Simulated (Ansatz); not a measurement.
`C=[C](N)[GaH2]` + H₂S → `C=C(N)S` + `[GaH3]`  (substitution at a C–Ga bond)

Computed with Ansatz on PBE0-D4/def2-TZVP structures; ΔE is electronic, products minus reactants. CCSD(T)/CBS is the MP2 limit (def2-TZVPP, def2-QZVPP) plus CCSD(T) − MP2 in def2-TZVPP, frozen cores. This one scheme is used for every species. DFT in def2-TZVPP. B3LYP here is the variant with VWN-RPA as its local correlation; programs differ in this. HSE06 is defined as in plane-wave codes. For Ga outer-core shells are correlated without core-valence functions, which leaves a few kJ/mol of doubt a bond. Scalar relativity is left out up to krypton. One conformer a species, not always the lowest.

`C=[C](N)[GaH2]`:

Z-matrix (Å, degrees):
```
C
C 1 1.345
H 1 1.089 2 122.5
H 1 1.082 2 120.7 3 -179.2
N 2 1.381 1 123.4 3 3.1
Ga 2 1.959 1 116.5 3 -179.4
H 5 1.005 2 117.5 1 -158.1
H 5 1.009 2 117.4 1 -17.2
H 6 1.565 2 118.1 1 -3.6
H 6 1.574 2 119.7 1 175.1
```

H₂S:

```xyz
3

S    -0.188    0.522   -0.276
H     0.779   -0.370   -0.537
H    -0.590   -0.151    0.813
```

`C=C(N)S`:

```xyz
9

C    -0.471    0.652   -0.882
C     0.078   -0.172    0.014
N     1.241    0.074    0.721
S    -0.528   -1.796    0.370
H    -0.082    1.655   -1.013
H    -1.286    0.337   -1.517
H     1.218   -0.198    1.692
H     1.633    0.991    0.576
H    -1.802   -1.544    0.039
```

`[GaH3]`:

Cartesian coordinates in Å:
```
Ga 0.000 0.000 0.000
H -0.183 1.410 -0.661
H -0.801 -1.233 -0.547
H 0.984 -0.178 1.208
```

```tsv
level	ΔE (kJ/mol)	difference from CCSD(T)/CBS
LDA (SPW92)	32.8	-13.3
PBE-D4	35.8	-10.3
revPBE-D4	32.6	-13.5
BLYP-D4	38.7	-7.4
r2SCAN-D4	35.8	-10.3
B97M-V	27.8	-18.3
PBE0-D4	36.0	-10.1
B3LYP-D4	38.9	-7.2
r2SCANh-D4	36.0	-10.1
r2SCAN0-D4	36.3	-9.8
HSE06-D4	36.1	-10.0
BHLYP-D4	39.9	-6.2
ωB97X-V	36.2	-9.9
ωB97M-V	37.7	-8.4
B2PLYP	40.1	-6.0
PBE	35.6	-10.5
revPBE	36.1	-10.0
BLYP	39.1	-7.0
r2SCAN	35.7	-10.4
PBE0	35.6	-10.5
B3LYP	38.5	-7.6
r2SCANh	35.8	-10.3
r2SCAN0	36.1	-10.0
HSE06	35.6	-10.5
BHLYP	38.1	-8.0
LC-ωPBE	35.8	-10.3
RPA@PBE/def2-TZVPP	44.7	-1.4
HF/def2-SVP	39.4	-6.7
MP2/def2-SVP	38.2	-7.9
CCSD/def2-SVP	39.4	-6.7
CCSD(T)/def2-SVP	39.2	-6.9
HF/def2-TZVPP	37.3	-8.8
SCS-MP2/def2-TZVPP	41.3	-4.8
CCSD/def2-TZVPP	44.6	-1.5
CCSD(T)/def2-TZVPP	44.3	-1.8
HF/def2-QZVPP	36.9	-9.2
MP2/def2-QZVPP	43.5	-2.6
SCS-MP2/def2-QZVPP	41.8	-4.3
MP2/CBS(def2)	44.4	-1.7
CCSD/CBS(def2)	46.4	0.3
CCSD(T)/CBS	46.1	0
```

Largest T1 diagnostic among the species: 0.013.

At CCSD(T), def2-SVP lies −6.9 kJ/mol from the extrapolated value and def2-TZVPP −1.8 kJ/mol. Leaving LDA and LC-ωPBE aside and taking each functional with its dispersion term where it has one, the values spread over 12.3 kJ/mol, from B97M-V to B2PLYP.

CCSD(T)/CBS has its own doubt, a few kJ/mol and more with outer-core shells, so smaller differences from it don't rank the levels.
